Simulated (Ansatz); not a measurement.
Reaction (ligand exchange at the Si–O bond): `[F][Ga]([F])[O][SiH3]` + `CC(=N)[SiH3]` → `C/C([SiH3])=N\[SiH3]` + `[OH][Ga]([F])[F]`

Isolated molecules relaxed with PBE0-D4/def2-TZVP in Ansatz; ΔE leaves out vibrations. CBS: MP2 limit from def2 TZ/QZ plus the TZ coupled-cluster correction, frozen cores. DFT in def2-TZVPP. B3LYP here is the variant with VWN-RPA as its local correlation; programs differ in this. For Ga outer-core shells are correlated without core-valence functions, which leaves a few kJ/mol of doubt a bond. Scalar relativity is left out up to krypton. Each species was taken in one conformer, which may not be the lowest.

`[F][Ga]([F])[O][SiH3]`:

Cartesian coordinates in Å:
```
F 1.253 2.327 0.389
Ga -0.004 1.651 -0.594
F -0.778 2.702 -1.727
O -0.483 -0.020 -0.461
Si -0.082 -1.359 0.407
H -0.224 -1.097 1.863
H 1.322 -1.757 0.122
H -1.003 -2.447 0.001
```

`CC(=N)[SiH3]`:

Z-matrix (Å, degrees):
```
C
C 1 1.498
H 1 1.095 2 110.6
H 1 1.091 2 110.1 3 -121.0
H 1 1.095 2 110.6 3 117.9
N 2 1.272 1 118.8 3 121.0
Si 2 1.901 1 118.3 3 -59.0
H 6 1.021 2 111.5 1 -180.0
H 7 1.488 2 110.5 1 59.6
H 7 1.486 2 107.9 1 179.8
H 7 1.488 2 110.5 1 -60.1
```

`C/C([SiH3])=N\[SiH3]`:

Z-matrix (Å, degrees):
```
C
C 1 1.500
H 1 1.095 2 109.9
H 1 1.095 2 109.9 3 -116.4
H 1 1.091 2 112.3 3 121.8
Si 2 1.911 1 120.1 3 57.8
N 2 1.266 1 126.4 3 -121.9
H 6 1.484 2 108.4 1 -117.2
H 6 1.490 2 111.8 1 2.9
H 6 1.484 2 108.5 1 123.4
Si 7 1.733 2 134.1 1 0.1
H 11 1.484 7 106.7 2 -121.4
H 11 1.495 7 117.2 2 -0.1
H 11 1.484 7 106.7 2 121.3
```

`[OH][Ga]([F])[F]`:

Cartesian coordinates in Å:
```
O 0.508 -0.529 -1.136
Ga -0.001 0.326 0.312
F 0.759 1.806 0.780
F -1.277 -0.266 1.332
H 0.010 -1.337 -1.288
```

| level | ΔE (kJ/mol) | difference from CCSD(T)/CBS |
| --- | --- | --- |
| r2SCAN-D4 | 65.6 | -6.0 |
| B3LYP-D4 | 65.3 | -6.3 |
| ωB97X-V | 70.8 | -0.8 |
| B2PLYP | 71.2 | -0.4 |
| B3LYP | 69.5 | -2.1 |
| HF/def2-TZVPP | 89.2 | 17.6 |
| MP2/def2-TZVPP | 71.1 | -0.5 |
| SCS-MP2/def2-TZVPP | 75.5 | 3.9 |
| HF/def2-QZVPP | 90.5 | 18.9 |
| MP2/CBS(def2) | 69.1 | -2.5 |
| CCSD(T)/CBS | 71.6 | 0 |

Largest T1 diagnostic among the species: 0.015.

The D4 term adds −4.2 kJ/mol with B3LYP and −2.5 kJ/mol with PBE0; it sums over pairs of atoms, weighted by their polarisabilities, and B3LYP, whose exchange is more repulsive, gets the larger term. From PBE to PBE0 (25 % exact exchange), in def2-TZVPP and without D4, ΔE moves by +6.9 kJ/mol. In def2-TZVPP, CCSD(T) changes the Hartree–Fock value by −15.6 kJ/mol (the triples alone add −3.1 kJ/mol) and MP2 by −18.1 kJ/mol.
